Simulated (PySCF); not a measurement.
Compound: C5H11I.
SMILES with atom numbers: `[CH3:1][CH2:2][CH2:3][CH2:4][CH2:5][I:6]` (hydrogens: H7, H8, H9 on C1; H10, H11 on C2; H12, H13 on C3; H14, H15 on C4; H16, H17 on C5)

Computed by this run: PBE0-D3(BJ)/def2-SVP geometry optimisation, gas phase, def2 core potentials past Kr in PySCF; density fitting, grid level 1; the optimiser is geomeTRIC in internal coordinates, started from a GFN2-xTB structure with every atom displaced at random (about 0.01 Å).

Step 0: E = -13456.0096 eV
```
atom  x, y, z in Å  |  force x, y, z in eV/Å
C1      2.5575    0.2254   -0.1420   -1.479   1.152   0.317
C2      1.2676   -0.2472    0.5450    0.295   0.388  -0.654
C3      0.0037    0.0731   -0.2786    1.509  -0.110   0.927
C4     -1.2161   -0.4123    0.4095   -1.973   0.275  -0.513
C5     -2.5101   -0.0862   -0.3723    0.893   0.414   1.206
I6     -2.9173    2.0513   -0.4229   -0.041  -0.116  -0.044
H7      2.6571   -0.2233   -1.1200    0.170  -0.289  -0.630
H8      3.4318    0.0234    0.4449    0.813  -0.292   0.509
H9      2.4951    1.3338   -0.2724    0.171  -0.482  -0.083
H10     1.1879    0.2268    1.5390   -0.059  -0.044  -0.025
H11     1.3337   -1.3250    0.7121   -0.067  -0.388   0.136
H12    -0.0300    1.1577   -0.4074   -0.163   0.324  -0.171
H13     0.0805   -0.3778   -1.2663    0.082  -0.159  -0.502
H14    -1.2255   -1.5015    0.5206    0.204  -0.378   0.004
H15    -1.3141   -0.0049    1.4202    0.094   0.130   0.265
H16    -3.3863   -0.5149    0.1019   -0.381  -0.185   0.074
H17    -2.4319   -0.3865   -1.4010   -0.067  -0.240  -0.816
```

Question: Estimate the geometry and energy of step 1. (The exact step hangs on the optimiser's Hessian estimate; all steps are aligned on step 0, rigid shifts and turns removed.)

Answer: E = -13456.1358 eV, largest force 0.247 eV/Å
```
atom  x, y, z in Å  |  force x, y, z in eV/Å
C1      2.5579    0.2315   -0.1421    0.221  -0.108  -0.006
C2      1.2880   -0.2424    0.5417   -0.071  -0.052   0.091
C3      0.0299    0.0924   -0.2453   -0.178  -0.025  -0.121
C4     -1.2599   -0.3985    0.4045    0.193   0.016   0.038
C5     -2.5249   -0.0821   -0.3580   -0.036  -0.077  -0.200
I6     -2.9813    2.0366   -0.4398    0.000   0.007   0.002
H7      2.6940   -0.2565   -1.1239   -0.013   0.024   0.090
H8      3.4565    0.0188    0.4653   -0.136  -0.006  -0.091
H9      2.5365    1.3158   -0.3220   -0.030   0.090   0.001
H10     1.2145    0.2108    1.5474    0.005  -0.014  -0.033
H11     1.3378   -1.3350    0.7100    0.006   0.060  -0.014
H12    -0.0382    1.1864   -0.3832    0.036  -0.017  -0.015
H13     0.1050   -0.3385   -1.2638    0.005   0.050   0.078
H14    -1.2162   -1.4995    0.5054   -0.023  -0.007   0.000
H15    -1.3346   -0.0024    1.4310   -0.018  -0.010   0.022
H16    -3.4175   -0.5321    0.0981    0.068   0.024  -0.016
H17    -2.4638   -0.3937   -1.4153   -0.028   0.044   0.174
```

The energy changes by -0.1262 eV. The first-order estimate −F·Δx gives -0.2943 eV and the mean of the old and new forces, exact on a quadratic surface, -0.1292 eV. The step makes an angle of 64° with the force vector and moves no atom by more than 0.068 Å.

What follows is the cost of the whole optimisation. Hardware: one thread, Arm Neoverse V2 (aarch64), no GPU, on a shared host. Cost: 46 s wall, 0.61 GiB resident at most.
